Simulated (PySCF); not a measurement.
# Computed records: C2H5BO, C3H6B, CH4BN

Calculation on a computer-drawn molecule: the log of a Hartree-Fock and frozen-core CCSD(T) single point meant for a local Hartree-Fock minimum, with one planted fault or none, to be diagnosed. Offsets are logged minus clean, where the clean run is the same molecule without the fault. The reference is restricted for singlets and unrestricted otherwise, and also for a bond in bohr or an excited solution. Adding or removing an electron swaps singlet and doublet. The excited solution moves the top pair (singlet) or top alpha electron (doublet) to the lowest empty orbital. Highest occupied and lowest empty are orbital energies over both spins, largest force is the largest gradient component, triples share is (T) over the correlation energy, the T1 limit is 0.02 restricted and 0.045 unrestricted, electrons count all cores, a negative frequency is imaginary (commonest isotopes), and the dipole is about the centre of nuclear charge. Program: PySCF 2.14.0.

Common to all runs: meant charge 0; meant basis cc-pVDZ; logged SCF converged yes; logged spin squared 0; possible faults no fault, one electron removed, one electron added, multiplicity raised by two, geometry at a saddle point, SCF held on an excited solution, minimal basis STO-3G, one bond length entered in bohr, all coordinates scaled.

```yaml
- entry: 1
  formula: C2H5BO
  logged_structure:
    atoms_angstrom:
      - [B, -1.131, -0.1414, -1.2315]
      - [C, -0.829, -1.0222, -0.207]
      - [C, 0.5074, -1.2451, 0.4582]
      - [O, 0.4681, -1.0052, 1.8389]
      - [H, -1.4044, 0.5942, -2.1075]
      - [H, -1.6494, -1.625, 0.1815]
      - [H, 1.2805, -0.6349, -0.0205]
      - [H, 0.8105, -2.2864, 0.3494]
      - [H, 0.1122, -0.1403, 1.9817]
  given:
    meant_multiplicity: 1
    logged_electrons: 30
    logged_basis_functions: 81
    "logged_highest_occupied [eV]": -4.5741
    "logged_lowest_empty [eV]": -1.948
    "logged_largest_force [hartree/bohr]": 0.14628
    "logged_dipole_magnitude [debye]": 3.4169
    logged_SCF_stable_within_its_kind: "no"
    "logged_energy_HF [hartree]": -177.81484
    drawn_bonds_atom: [1, 2, 3, 1, 2, 3, 3, 4]
    drawn_bonds_other_atom: [2, 3, 4, 5, 6, 7, 8, 9]
    drawn_bonds_order: [2, 1, 1, 1, 1, 1, 1, 1]
  results:
    planted_fault: "SCF held on an excited solution"
    "HF_energy_offset_from_clean_run [kcal/mol]": 193.4
  notes: ["coupled-cluster numbers left out as unreliable"]
- entry: 2
  formula: C3H6B
  logged_structure:
    atoms_angstrom:
      - [B, -3.2751, -0.0744, -1.0888]
      - [C, -2.5601, 0.5559, -0.0853]
      - [C, -1.0511, 0.6137, 0.1117]
      - [C, -0.6131, -0.0272, 1.3993]
      - [H, -3.9049, -0.5994, -1.9325]
      - [H, -3.1561, 1.0684, 0.6703]
      - [H, -0.5501, 0.1251, -0.7273]
      - [H, -0.7294, 1.659, 0.0978]
      - [H, -0.6659, 0.5315, 2.3275]
      - [H, -0.5819, -1.1084, 1.4737]
  given:
    meant_multiplicity: 2
    logged_electrons: 28
    logged_basis_functions: 86
    "logged_highest_occupied [eV]": -14.005
    "logged_lowest_empty [eV]": -5.831
    "logged_largest_force [hartree/bohr]": 0.061358
    logged_T1_diagnostic: 0.041122
    logged_D1_diagnostic: 0.17838
    logged_triples_share: 0.038227
    logged_CC_converged: "yes"
    "logged_dipole_magnitude [debye]": 3.4671
    logged_SCF_stable_within_its_kind: "yes"
    "logged_energy_HF [hartree]": -141.38856
    "logged_energy_CCSD(T) [hartree]": -141.91178
    drawn_bonds_atom: [1, 2, 3, 1, 2, 3, 3, 4, 4]
    drawn_bonds_other_atom: [2, 3, 4, 5, 6, 7, 8, 9, 10]
    drawn_bonds_order: [2, 1, 1, 1, 1, 1, 1, 1, 1]
  results:
    planted_fault: "one electron removed"
    "HF_energy_offset_from_clean_run [kcal/mol]": 176.3
    "CCSD(T)_energy_offset_from_clean_run [kcal/mol]": 182.9
  notes: ["T1 above single-reference limit"]
- entry: 3
  formula: CH4BN
  logged_structure:
    atoms_angstrom:
      - [B, -0.4326, 1.2032, -0.864]
      - [C, 0.7615, 0.5869, -0.5023]
      - ["N", 1.7977, -0.0576, -1.2216]
      - [H, -1.4291, 1.7837, -1.0923]
      - [H, 0.9681, 0.6879, 0.5652]
      - [H, 1.533, -0.2494, -2.1704]
      - [H, 2.0409, -0.9344, -0.7944]
  given:
    meant_multiplicity: 1
    logged_electrons: 22
    logged_basis_functions: 19
    "logged_highest_occupied [eV]": -5.7215
    "logged_lowest_empty [eV]": 7.1026
    "logged_largest_force [hartree/bohr]": 0.07458
    logged_T1_diagnostic: 0.010151
    logged_D1_diagnostic: 0.036171
    logged_triples_share: 0.011552
    logged_CC_converged: "yes"
    "logged_dipole_magnitude [debye]": 1.4773
    logged_SCF_stable_within_its_kind: "yes"
    "logged_energy_HF [hartree]": -117.71052
    "logged_energy_CCSD(T) [hartree]": -117.89952
    drawn_bonds_atom: [1, 2, 1, 2, 3, 3]
    drawn_bonds_other_atom: [2, 3, 4, 5, 6, 7]
    drawn_bonds_order: [2, 1, 1, 1, 1, 1]
  results:
    planted_fault: "minimal basis STO-3G"
    "HF_energy_offset_from_clean_run [kcal/mol]": 963.8
    "CCSD(T)_energy_offset_from_clean_run [kcal/mol]": 1113
```
